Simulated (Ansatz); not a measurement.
Isolated molecules relaxed with PBE0-D4/def2-TZVP in Ansatz; ΔE leaves out vibrations. CCSD(T)/CBS adds triple-zeta CCSD(T) − MP2 to the extrapolated MP2 energy (def2 sets, frozen cores). This one scheme is used for every species. Functionals use def2-TZVPP. B3LYP here is the variant with VWN-RPA as its local correlation; programs differ in this. HSE06 is defined as in plane-wave codes. def2 core potentials past Kr. For Sb outer-core shells are correlated without core-valence functions, which leaves a few kJ/mol of doubt a bond. One conformer a species, not always the lowest.

Reaction (formal hydrolysis of the Sb–B bond): `[BH2][SbH][SiH3]` + H₂O → `[OH][SbH][SiH3]` + BH₃

```csv
level,ΔE (kJ/mol),difference from CCSD(T)/CBS
HSE06-D4,47.5,7.4
CAM-B3LYP-D4,24.9,-15.2
ωB97X-V,29.0,-11.1
B2PLYP,29.7,-10.4
BLYP,17.5,-22.6
r2SCAN,36.9,-3.2
PBE0,45.0,4.9
B3LYP,23.7,-16.4
HSE06,45.5,5.4
BHLYP,25.8,-14.3
MP2/def2-SVP,49.5,9.4
SCS-MP2/def2-TZVPP,34.3,-5.8
CCSD(T)/def2-TZVPP,42.7,2.6
MP2/def2-QZVPP,44.7,4.6
SCS-MP2/def2-QZVPP,32.2,-7.9
CCSD/CBS(def2),38.2,-1.9
CCSD(T)/CBS,40.1,0
```

What do rigid-rotor, harmonic-oscillator terms from PBE0-D4/def2-TZVP frequencies (298.15 K, 1 bar) make of the CCSD(T)/CBS value? (Best estimate.)

Ansatz gave: ΔZPE = -6.2 kJ/mol, ΔH = +33.3 kJ/mol, ΔS = -9 J/(mol·K), ΔG = +35.9 kJ/mol. Modes under 50 cm⁻¹ make the entropy rough.

Largest T1 diagnostic among the species: 0.015.

From r2SCAN to r2SCAN0 (25 % exact exchange), in def2-TZVPP and without D4, ΔE moves by +7.0 kJ/mol. In def2-TZVPP, CCSD(T) changes the Hartree–Fock value by +22.6 kJ/mol (the triples alone add +1.9 kJ/mol) and MP2 by +27.1 kJ/mol.
